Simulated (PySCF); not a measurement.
C3H2O, SMILES C#CC=O. Atoms are numbered in the order given.

```xyz
6

C     -0.1340    -1.8760     0.0000
C      0.0892    -0.6834     0.0000
C      0.4082     0.7342     0.0000
O     -0.4172     1.6159     0.0000
H     -0.3472    -2.9297     0.0000
H      1.5045     0.9541     0.0000
```
Charge 0, spin multiplicity 1.

Geometry optimised at B3LYP-D3(BJ)/def2-SVP.

The numbers are results of PySCF with HF/def2-TZVPD, not measurements.

ESP charges are fitted to the potential on shells at 1.4 to 2.0 van der Waals radii. Atomic charges (e):

```tsv
atom	meta-Löwdin	ESP fit
C1	-0.13	-0.44
C2	-0.10	-0.01
C3	0.37	0.49
O4	-0.42	-0.45
H5	0.19	0.36
H6	0.09	0.04
```
